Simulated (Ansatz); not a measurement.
A nudged elastic band was laid between two geometries of CH$_{6}$OSSi (10 atoms, charge 0, multiplicity 1).

Computed with RKS PBE-D4/6-31G* (Ansatz 0.2.0).

- movable images: 7
- climbing image: yes
- spring: 5.0 eV/Å²
- optimiser: quadratic models (default)
- start path: through a guess of the saddle point
- force threshold: 0.5 eV/Å
- iteration limit: 60
- end points: relaxed

Initial state:

```xyz
10
Properties=species:S:1:pos:R:3
O -0.688 0.741 -1.197
C -0.589 0.709 0.235
Si 0.292 -0.933 0.655
S 2.128 -0.985 -0.478
H -1.032 1.621 -1.449
H 0.006 1.557 0.635
H -1.586 0.741 0.725
H -0.620 -2.080 0.330
H 0.656 -0.995 2.108
H 1.516 -0.426 -1.560
```

Final state:

```xyz
10
Properties=species:S:1:pos:R:3
O -1.859 0.703 -0.073
C -0.433 0.816 -0.121
Si 0.240 -0.892 0.401
S 2.406 -0.945 0.306
H -2.232 1.586 -0.272
H -0.056 1.077 -1.135
H -0.034 1.584 0.576
H -0.366 -1.952 -0.469
H -0.071 -1.165 1.838
H 2.488 -0.862 -1.050
```

Problem. What changes between the two ends?

Solution. No bond is made or broken. The dihedral H7–C2–Si3–S4 goes from 175 to -61°.

Problem. What energy profile does the band end with?

Solution. It converged. The highest image is number 5 of 0 to 8, 11.0 kJ/mol above the first end and 6.6 kJ/mol above the last; the last end lies 4.5 kJ/mol above the first. The threshold of 0.5 eV/Å is loose, so the images may lie well off the minimum-energy path. Another band between the same ends (7 images) ends at a top of the same energy, where a vibrational analysis finds 1 clearly imaginary mode.

```
image  path coordinate (Å)  energy (kJ/mol)  dihedral H7–C2–Si3–S4 (°)
    0                 0.00              0.0                        175
    1                 0.55              1.3                       -171
    2                 1.11              4.4                       -156
    3                 1.66              8.1                       -141
    4                 2.21             10.5                       -124
    5                 2.76             11.0                       -108
    6                 3.31              9.2                        -93
    7                 3.86              5.8                        -76
    8                 4.40              4.5                        -61
```

Problem. What is the geometry of the highest image?

Solution. 
```xyz
10
Properties=species:S:1:pos:R:3
O -1.629 0.638 -0.744
C -0.477 0.841 0.081
Si 0.256 -0.890 0.493
S 2.381 -0.972 0.089
H -2.020 1.509 -0.930
H 0.316 1.451 -0.417
H -0.719 1.365 1.039
H -0.476 -1.942 -0.293
H 0.161 -1.184 1.955
H 2.290 -0.866 -1.268
```

The band took 4 iterations and of the order of 90 core-seconds.

Run time: 91 s on 1 thread of Arm Neoverse V2 (shared host), peak memory 0.12 GiB.
